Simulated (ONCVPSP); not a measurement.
# phosphorus, ONCV: configuration errors across variants

- Element: phosphorus (P)
- Generator: ONCVPSP 4.0.1
- Type: optimised norm-conserving Vanderbilt (ONCV)
- Functional: BLYP
- Relativity: scalar-relativistic
- Frozen core: [Ne]
- Valence charge: 5
- Reference configuration: 3s2 3p2 (charge +1)
- Partial waves: 3s: rc 1.60 bohr, ncon 4, nbas 7, qcut 4.6 1/bohr, 2 projectors, debl 2.6 Ha; 3p: rc 1.95 bohr, ncon 4, nbas 7, qcut 4.5 1/bohr, 2 projectors, debl 0.6 Ha; d scattering state at 0.13 Ha: rc 1.55 bohr, ncon 3, nbas 6, qcut 6.7 1/bohr, local
- Local potential: the d channel
- Core correction: Teter function, fcfact 3.75, rcfact 1.3

All-electron excitation energies from the reference (eV): (1) 3s2 3p3 -9.576; (2) 3s2 3p1 19.012; (3) 3s2 3p0 48.682; (4) 3s1 3p4 -1.021.

A true bound ghost makes a file unfit for plane-wave use even where its test errors are small: the radial tests pick states by their node count and pass the ghost by.

Errors AE − PS in meV (a dash: test not solved or not reliable):

| change | (1) | (2) | (3) | (4) | bound ghosts | GHOST(+) flags above zero |
| --- | --- | --- | --- | --- | --- | --- |
| base | +2.4 | +6.8 | +53 | +2.1 | none | s |
| all radii but the core radius scaled by about 0.76 (s 1.22, p 1.48, d 1.18 bohr) | +2.5 | +7.7 | +59 | +1.1 | s | none |
| all radii but the core radius scaled by about 0.85 (s 1.36, p 1.66, d 1.32 bohr) | +2.7 | +8.2 | +62 | +1.3 | none | s |
| all radii but the core radius scaled by about 0.88 (s 1.42, p 1.72, d 1.36 bohr) | +2.7 | +8.0 | +61 | +1.6 | none | s |
| all radii but the core radius scaled by about 0.95 (s 1.52, p 1.84, d 1.46 bohr) | +2.6 | +7.4 | +57 | +2.1 | none | s |
| all radii but the core radius scaled by about 1.09 (s 1.74, p 2.14, d 1.70 bohr) | +2.0 | +5.4 | +44 | +1.2 | none | s |
| all radii but the core radius scaled by about 1.15 (s 1.84, p 2.24, d 1.78 bohr) | +1.9 | +4.9 | +41 | +0.2 | none | s |
| all radii but the core radius scaled by about 1.19 (s 1.90, p 2.32, d 1.84 bohr) | +1.7 | +4.5 | +39 | -0.4 | none | s |
| all radii but the core radius scaled by about 1.25 (s 2.00, p 2.44, d 1.94 bohr) | +1.6 | +4.1 | +36 | -1.6 | none | s |

Give the same row for: all radii but the core radius scaled by about 1.31 (s 2.10, p 2.56, d 2.04 bohr).

+1.6, +3.9, +35, -2.7; bound ghosts: none; GHOST(+) flags above zero: s.
